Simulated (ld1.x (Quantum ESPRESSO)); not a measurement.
# cerium (Ce): one change to a TM potential, before and after

```
Element                 : cerium
Generator               : ld1.x (Quantum ESPRESSO) 7.5
Type                    : norm-conserving Troullier–Martins (Kleinman–Bylander form)
Functional              : PBEsol
Relativity              : scalar-relativistic
Frozen core             : [Xe]
Valence charge          : 4
Reference configuration : 4f1 5d2 6s1 6p0
Partial waves           : 6s (bound): rc 3.50 bohr; 5d (bound): rc 3.85 bohr; 4f (bound): rc 1.35 bohr; 6p (bound, empty): rc 3.65 bohr
Local potential         : the p channel
Core correction         : Bessel-smoothed model core inside 0.85 bohr
```

All-electron outer shells of the reference configuration (PBEsol, scalar-relativistic, ld1.x):

```csv
shell,level (eV),outermost node (bohr),outermost maximum (bohr)
5s,-39.03,0.75,1.37
5p,-21.75,0.81,1.55
4f,-3.83,–,0.71
6s,-3.22,1.83,3.82
5d,-2.13,0.92,2.23
6p,-1.04,2.18,5.15
```

Change: all radii but the core radius scaled by about 0.76 (s 2.68, p 2.78, d 2.94, f 1.04 bohr).

Cutoffs: the cutoffs (Ry, on a coarse ladder) from which the occupation-weighted sum of valence levels, in a spherical-Bessel basis at the reference potential, stays within 10 and 1 mRy of its value at 400 Ry; they do not see the model core or the augmentation charge, which bear on the density cutoff. Errors are all-electron minus pseudo energies relative to the spin-unpolarised reference configuration.

Q: What does the change do?

A: The potential gets harder (160 Ry and 200 Ry → 230 Ry and 300 Ry); the bound ghosts move from s to p, s; the number of tests that count goes from 7 to 5; of the 5 tests that both files solve, the error grows in 1 and shrinks in 3 by more than 15 % and 0.3 meV (median size 86.0 → 54.7 meV). A smaller radius makes the pseudo-wave follow the all-electron one further in, where it bends more sharply, so more plane waves are needed.

```csv
quantity,base,changed
"cutoff, loose",160 Ry,230 Ry
"cutoff, tight",200 Ry,300 Ry
loose cutoff by channel (10 mRy a level),"s 6 Ry, d 10 Ry, f 160 Ry","s 10 Ry, d 10 Ry, f 230 Ry"
bound ghosts,s,"s, p (extra level of the local part)"
"tests counted (converged, no solver errors)",7 of 7,5 of 7
"error for 4f1 5d1 6s2 6p0, meV [ΔE -0.91 eV]",-58,-35
"error for 4f1 5d1 6s1 6p0, meV [ΔE 5.20 eV]",-86,-55
"error for 4f1 5d1 6s0 6p0, meV [ΔE 16.23 eV]",-172,-183
"error for 4f1 5d0 6s0 6p0, meV [ΔE 35.37 eV]",-637,-774
"error for 4f1 5d2 6s0 6p0, meV [ΔE 5.35 eV]",-17,-10
```

Base: These tests converged, but a pseudo level misses the all-electron one widely, so the file describes the atom poorly there or has found another state: 4f1 5d0 6s0 6p0: empty 6s by 4.9 eV. Changed file: Tests not counted: 4f1 5d1 6s1 6p1 (solver errors, printed error -1.8 eV); 4f1 5d1 6s0 6p2 (solver errors, printed error -52.1 eV). These tests converged, but a pseudo level misses the all-electron one widely, so the file describes the atom poorly there or has found another state: 4f1 5d0 6s0 6p0: 4f by 2.2 eV. A true bound ghost makes a file unfit for plane-wave use even where its test errors are small: the radial tests pick states by their node count and pass the ghost by. Where a test does run into it, the solver fails or the error is huge.
